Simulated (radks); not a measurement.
Problem. Charge is removed step by step from the 4p down level of the cadmium ion Cd2+, starting from [Ar] 3d10 4s2 4p(up 3, down 3) 4d10. Level of theory: scalar-relativistic Kohn-Sham, PBE, spin-polarised, spherical densities, point nucleus (a radial shooting solver on a logarithmic mesh with Libxc functionals). At the starting occupation the eigenvalue is -85.900 eV. Estimate the energy to remove one whole electron from this level, the eigenvalue at the end, and how far E(n) bends from a straight line.

Solution. Delta-SCF 94.304 eV; final eigenvalue -103.04 eV; the deviation from the straight line is -2.144 eV at 0.5 electron removed, the largest on the grid computed. Slater's transition state (half an electron removed) gives 94.292 eV. Integrating minus the eigenvalue over the occupation (Janak's theorem) gives 94.352 eV. In this scalar-relativistic scheme the density is built from large components alone, so the theorem holds only approximately. The mean slope of the eigenvalue, de/dn, is 17.1 eV per electron.
